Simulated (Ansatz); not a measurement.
A geometry relaxed with r2SCAN-D4/def2-TZVP run with Ansatz (a first-principles code), charge 0, multiplicity 2:

```xyz
9

Al    -0.0488    -1.0009     0.3954
C      1.6723    -0.1307    -0.0062
H      2.5561    -0.7434     0.1788
H      1.7654     0.7843     0.5924
C     -1.6762     0.0500     0.0382
H     -1.7128     0.3126    -1.0266
H      1.6893     0.1792    -1.0586
H     -1.6313     0.9952     0.5935
H     -2.6139    -0.4463     0.2931
```

**Question.** Write the SMILES of this molecule.

**Answer.** `[CH3][Al][CH3]`
